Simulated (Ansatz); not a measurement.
Abridged output of a molecular run in Ansatz:

```
Functional definition: HF
1455 factors; integrals over basis functions are off by at most 1.1e-3 eV
mean field evaluation 1: about -72582.0148 eV, gradient 4.0e1 eV
mean field evaluation 2: about -72582.2720 eV, gradient 4.0e1 eV
mean field evaluation 4: about -72586.2837 eV, gradient 5.5e0 eV
mean field evaluation 8: about -72586.3855 eV, gradient 4.4e-1 eV
mean field -72586.38645525 eV, -2667.5005014106 hartree, gradient 8.2e-6 eV, S^2 0.000000; 0 other end points of the search recorded, 0 dependent functions left out
17 core orbitals not correlated: weight in the atoms' cores, before any rotation towards them, 1.000 or more for the frozen orbitals, at most 0.000 for the correlated occupied ones
reference -72586.38645525 eV, -2667.5005014106 hartree; 19, 19 occupied and 203, 203 virtual orbitals, 1455 factors
second order -25.87705721 eV of doubles, -0.00000000 eV of singles
cycle   1  -25.79937350 eV  change    7.8e-2 eV  update   1.2e-1
cycle   2  -26.56640806 eV  change   -7.7e-1 eV  update   3.5e-2
cycle   3  -26.69917911 eV  change   -1.3e-1 eV  update   1.6e-2
cycle   4  -26.69334541 eV  change    5.8e-3 eV  update   3.9e-3
cycle   5  -26.69590942 eV  change   -2.6e-3 eV  update   1.7e-3
cycle   6  -26.69672758 eV  change   -8.2e-4 eV  update   4.2e-4
cycle   7  -26.69682343 eV  change   -9.6e-5 eV  update   1.4e-4
cycle   8  -26.69690611 eV  change   -8.3e-5 eV  update   3.8e-5
cycle   9  -26.69692069 eV  change   -1.5e-5 eV  update   1.5e-5
perturbative correction -1.20747217 eV, -0.0443737839 hartree
Total energy: -72614.29084811 eV, -2668.5259689341 hartree
```

Its atoms:

```xyz
9

C     0.026   -0.333   -1.291
Ge    0.385    0.459    0.433
Cl    2.149   -0.419    1.279
C    -1.052    0.015    1.639
N    -1.938   -0.249    2.326
H    -0.900    0.075   -1.697
H    -0.073   -1.412   -1.179
H     0.849   -0.114   -1.971
H     0.553    1.978    0.462
```

(1) Which basis set was used?
A. cc-pV(D+d)Z
B. def2-TZVPP
C. def2-SVPD
D. def2-TZVPPD

(2) Write the keys of the input that set method, charge and spin (a neutral closed shell needs none for the last two).

## Answers

(1) B. It gives 239 functions.

(2) 
```yaml
correlation: {method: ccsd_t}
```
